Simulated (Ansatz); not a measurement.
The molecule ScN, closed-shell singlet (the spin of the measured ground state). No spin–orbit coupling. Sc is treated without relativity.

Seven points along R, fitted to fifth degree in 1/R; most abundant isotopes. In def2 and cc sets the state is the lowest found near the PBE0 minimum, followed along R. The singlet is held restricted.

The values were computed with Ansatz (Gaussian orbitals). Values without a source in brackets are computed.

Energies at PBE0/def2-TZVPP:

```tsv
R (Å)	E (hartree)
1.520711	-815.10144737
1.561590	-815.10813453
1.599199	-815.11142558
1.641713	-815.11235660
1.684228	-815.11080611
1.733283	-815.10648611
1.790514	-815.09871204
```

Task: With a reduced mass of 10.6773 u, find the minimum, the force constant and the constants.

Result: A fifth-degree polynomial in 1/R puts the minimum at r_e = 1.6352 Å with force constant 615 N/m. Then ω_e = (1/2πc)√(k/μ) = 988 cm⁻¹ and B_e = h/(8π²cμr_e²) = 0.5905 cm⁻¹; the cubic and quartic terms give α_e = 0.0029 and ω_e x_e = 3.1 cm⁻¹.

Ansatz is a quantum-chemistry and plane-wave program.
